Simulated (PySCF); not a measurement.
Molecule: `C#C[SiH2]N([SiH3])[SiH3]`, C2H9NSi3.

Atom-mapped SMILES (the numbers label the heavy atoms): `[CH:1]#[C:2][SiH2:3][N:4]([SiH3:5])[SiH3:6]`; H(Xn) means a hydrogen on atom n.

Geometry PBE0-D3(BJ)/def2-SVP throughout; GIAO in PySCF 2.14.0 with density-fitted response routines, gas phase, one conformer, non-relativistic; equivalent atoms averaged; basis pcSseg-1.

Task: How do the shifts δ (against TMS, NH3 at the same level) depend on the functional? (ppm; last column core-seconds on shared hosts with different chips, so compare them loosely; the GGAs took longer than the global hybrids here, which isn't the general rule, and the cause wasn't traced)

Result: 
| functional | kind | C1 | C2 | Si5/Si6 | Si3 | N4 | H(Si3) | H(Si5)/H(Si6) | H(C1) | core-s |
| --- | --- | --- | --- | --- | --- | --- | --- | --- | --- | --- |
| HF | Hartree–Fock | 108.7 | 86.4 | -45.2 | -50.1 | -13.9 | 4.37 | 4.32 | 2.83 | 10 |
| LDA | LDA | 107.5 | 93.2 | -41.3 | -46.0 | 9.5 | 5.33 | 5.15 | 2.32 | 20 |
| PBE | GGA | 100.4 | 86.2 | -43.9 | -50.1 | 4.8 | 5.07 | 4.92 | 2.36 | 28 |
| BLYP | GGA | 97.4 | 85.0 | -49.0 | -55.4 | 8.6 | 4.92 | 4.78 | 2.28 | 26 |
| BP86 | GGA | 100.3 | 85.9 | -43.5 | -50.5 | 3.9 | 5.06 | 4.90 | 2.39 | 27 |
| OPBE | GGA | 96.7 | 82.1 | -40.0 | -47.1 | -3.0 | 4.99 | 4.85 | 2.46 | 27 |
| KT2 | GGA | 94.1 | 78.9 | -41.3 | -48.0 | 3.0 | 5.07 | 4.89 | 2.67 | 23 |
| KT3 | GGA | 90.4 | 76.6 | -43.9 | -51.0 | 1.0 | 4.83 | 4.67 | 2.56 | 24 |
| B97-D | GGA | 94.7 | 81.2 | -45.3 | -52.8 | 1.3 | 4.85 | 4.71 | 2.36 | 22 |
| B3LYP | global hybrid | 101.1 | 86.6 | -47.0 | -52.9 | 2.5 | 4.77 | 4.67 | 2.34 | 15 |
| PBE0 | global hybrid | 104.1 | 87.6 | -42.3 | -48.0 | -2.4 | 4.87 | 4.76 | 2.45 | 16 |
| mPW1PW91 | global hybrid | 103.7 | 87.1 | -42.1 | -48.4 | -3.1 | 4.82 | 4.71 | 2.44 | 16 |
| WP04 | global hybrid | 94.8 | 80.4 | -47.1 | -56.6 | -5.6 | 4.12 | 4.01 | 2.15 | 19 |
| B97-2 | global hybrid | 100.1 | 84.3 | -42.9 | -49.4 | -3.8 | 4.76 | 4.66 | 2.43 | 18 |
| BHandHLYP | global hybrid | 104.9 | 87.7 | -45.6 | -51.0 | -3.9 | 4.58 | 4.50 | 2.49 | 18 |
| CAM-B3LYP | range-separated hybrid | 104.8 | 89.2 | -45.9 | -50.7 | -0.1 | 4.71 | 4.63 | 2.38 | 26 |
| wB97X-D | range-separated hybrid | 104.8 | 87.1 | -42.2 | -47.9 | -4.3 | 4.75 | 4.68 | 2.45 | 25 |
| LC-wPBE | range-separated hybrid | 109.8 | 91.4 | -40.6 | -45.3 | -10.1 | 4.67 | 4.60 | 2.42 | 34 |

Task: Which nucleus moves most, in ppm?

Result: N4 (nitrogen bonded to 3 Si): from -13.9 ppm with HF to 9.5 ppm with LDA. The smallest spread is 0.68 ppm, at H(C1). Proton shifts span only some 12 ppm, so a few tenths of a ppm matter as much there as several ppm in carbon.
